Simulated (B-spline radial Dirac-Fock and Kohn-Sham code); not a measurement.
# Ionisation cross sections of Sb⁺ by electron impact

System: antimony as Sb⁺, configuration 1s2 2s2 2p6 3s2 3p6 3d10 4s2 4p6 4d10 5s2 5p2.

Method: the relativistic binary-encounter-Bethe (RBEB) model with Dirac-Fock orbital kinetic energies; direct ionisation only. Computed with a radial B-spline solver. For shells bound by less than 100 eV the term U + B of the denominator is divided by n when n is 3 or more, and by 2 for n = 1, 2 in singly charged ions. Excitation-autoionisation and multiple ionisation are left out; it is a semi-empirical estimate, least reliable for totals near the maximum.

Orbital inputs (open shells are filled statistically over j, and the NIST value is set on the highest orbital of the configuration average):

```tsv
subshell	N	B (eV)	source of B	U (eV)
1s	2	30677.0	Dirac-Fock −ε	38688.7
2s	2	4769.4	Dirac-Fock −ε	8363.0
2p1/2	2	4449.3	Dirac-Fock −ε	8303.6
2p3/2	4	4196.4	Dirac-Fock −ε	7397.9
3s	2	982.8	Dirac-Fock −ε	2405.0
3p1/2	2	850.8	Dirac-Fock −ε	2320.4
3p3/2	4	802.8	Dirac-Fock −ε	2124.0
3d3/2	4	572.5	Dirac-Fock −ε	1981.7
3d5/2	6	562.7	Dirac-Fock −ε	1933.9
4s	2	185.1	Dirac-Fock −ε	621.8
4p1/2	2	138.3	Dirac-Fock −ε	554.2
4p3/2	4	129.3	Dirac-Fock −ε	510.3
4d3/2	4	53.53	Dirac-Fock −ε	369.0
4d5/2	6	52.18	Dirac-Fock −ε	358.3
5s	2	24.53	Dirac-Fock −ε	86.65
5p1/2	0.67	17.35	NIST ionisation energy + computed splitting	59.81
5p3/2	1.33	16.63	NIST ionisation energy	54.50
```

```
T (eV)  total (b)  K shell (b)  L shell (b)  M shell (b)  N shell (b)  O shell (b)
    20   2.32e+07            –            –            –            –     2.32e+07
    30   8.69e+07            –            –            –            –     8.69e+07
    40   1.26e+08            –            –            –            –     1.26e+08
    50   1.44e+08            –            –            –            –     1.44e+08
    70   1.67e+08            –            –            –     1.33e+07     1.54e+08
   100   1.76e+08            –            –            –     2.93e+07     1.47e+08
   150   1.68e+08            –            –            –     4.10e+07     1.27e+08
   200   1.55e+08            –            –            –     4.49e+07     1.10e+08
   300   1.33e+08            –            –            –     4.53e+07     8.72e+07
   500   1.02e+08            –            –            –     3.99e+07     6.19e+07
  1000   6.59e+07            –            –       153000     2.89e+07     3.68e+07
  2000   4.02e+07            –            –       340000     1.88e+07     2.11e+07
  3000   2.96e+07            –            –       384000     1.41e+07     1.51e+07
  5000   1.98e+07            –          542       376000     9.61e+06     9.85e+06
 10000   1.14e+07            –         3440       299000     5.57e+06     5.48e+06
 15000   8.16e+06            –         4350       244000     4.02e+06     3.89e+06
 20000   6.46e+06            –         4590       207000     3.19e+06     3.05e+06
 30000   4.66e+06            –         4500       161000     2.31e+06     2.19e+06
 50000   3.13e+06         12.0         3950       116000     1.55e+06     1.45e+06
100000   1.90e+06         24.9         3020        74600       947000       876000
200000   1.26e+06         29.8         2310        51400       628000       576000
300000   1.05e+06         31.1         2040        43500       523000       478000
 1e+06     805000         36.6         1780        35000       404000       364000
```

On this grid the total peaks at 100 eV with 1.76 × 10⁻¹⁶ cm², about 6.0 times the lowest threshold.
